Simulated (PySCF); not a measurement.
All values below come from ωB97X-D3(BJ)/def2-TZVP // PBE0-D3(BJ)/def2-TZVP (PySCF 2.14.0). Gas-phase values, no solvent. One relaxed conformer stands for a flexible species; it need not be the lowest. Delta-SCF ions had no search for a lower state. 

Reference species (SMILES): `B=BB=C` (neutral, multiplicity 1).

The vertical ionisation energy (Delta-SCF) is 8.09 eV and the HOMO–LUMO gap comes out as 6.48 eV. The S1 oscillator strength comes out as 0.000 and the HOMO is -8.44 eV.

Changed species: `BC1=BB1`.

**Question.** What does the change do to the vertical ionisation energy (Delta-SCF), HOMO–LUMO gap, S1 oscillator strength and HOMO?

**Answer.** the vertical ionisation energy (Delta-SCF) goes up by 2.22 eV, to 10.31 eV; the HOMO–LUMO gap goes up by 3.36 eV, to 9.84 eV; the S1 oscillator strength stays essentially unchanged; the HOMO falls by 1.91 eV, to -10.35 eV.
